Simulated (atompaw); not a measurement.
Cutoff test, silver, PAW (atompaw)

atompaw 4.2.0.5 input, output lines left out:

```
Ag 47
LDA-PW scalarrelativistic loggrid 1500 logderivrange -3 5 201
5 5 4 0 0 0
5 0 1
5 1 0
0 0 0
c
c
c
c
v
c
c
c
v
c
v
2
3.00 2.80 2.70 1.75
y
1.5
n
y
1.25
n
y
0.3
n
modrrkj vanderbiltortho besselshape
3 1 troulliermartins
2.60
3.00
3.00
3.00
3.00
2.15
```

The pseudo-atom Hamiltonian at the reference potential is diagonalised in spherical Bessel functions j_l(qr) that vanish at 20 bohr, with q² up to the cutoff. All-electron valence levels (Ry): 5s -0.3464, 5p -0.0619, 4d -0.5632.

How do the lowest levels (Ry) of each channel move with the cutoff, and are there ghosts?

```json
{"cutoff (Ry)": "8", "s #1": "-8.5625", "s #2": "-0.3462", "p #1": "-0.0619", "d #1": "-0.5600", "d #2": "0.0654", "f #1": "0.1125", "Σ f·Δε (mRy)": "31.8"}
{"cutoff (Ry)": "10", "s #1": "-11.1891", "s #2": "-0.3463", "p #1": "-0.0619", "d #1": "-0.5627", "d #2": "0.0652", "f #1": "0.1125", "Σ f·Δε (mRy)": "4.9"}
{"cutoff (Ry)": "12", "s #1": "-14.2359", "s #2": "-0.3463", "p #1": "-0.0619", "d #1": "-0.5628", "d #2": "0.0651", "f #1": "0.1125", "Σ f·Δε (mRy)": "3.6"}
{"cutoff (Ry)": "15", "s #1": "-17.0399", "s #2": "-0.3464", "p #1": "-0.0619", "d #1": "-0.5629", "d #2": "0.0651", "f #1": "0.1125", "Σ f·Δε (mRy)": "2.3"}
{"cutoff (Ry)": "18", "s #1": "-19.0101", "s #2": "-0.3464", "p #1": "-0.0619", "d #1": "-0.5631", "d #2": "0.0650", "f #1": "0.1125", "Σ f·Δε (mRy)": "0.4"}
{"cutoff (Ry)": "21", "s #1": "-19.1558", "s #2": "-0.3464", "p #1": "-0.0619", "d #1": "-0.5631", "d #2": "0.0650", "f #1": "0.1125", "Σ f·Δε (mRy)": "0.4"}
{"cutoff (Ry)": "25", "s #1": "-19.1677", "s #2": "-0.3464", "p #1": "-0.0619", "d #1": "-0.5631", "d #2": "0.0650", "f #1": "0.1125", "Σ f·Δε (mRy)": "0.3"}
{"cutoff (Ry)": "400", "s #1": "-19.3072", "s #2": "-0.3464", "p #1": "-0.0619", "d #1": "-0.5632", "d #2": "0.0650", "f #1": "0.1125", "Σ f·Δε (mRy)": "0.0"}
```

Result: ghost state, extra bound levels that the all-electron valence spectrum of the same l lacks: s at -262.7 eV (a true bound ghost makes a file unfit for plane-wave use); 10 mRy is reached at 10 Ry and 1 mRy at 18 Ry.
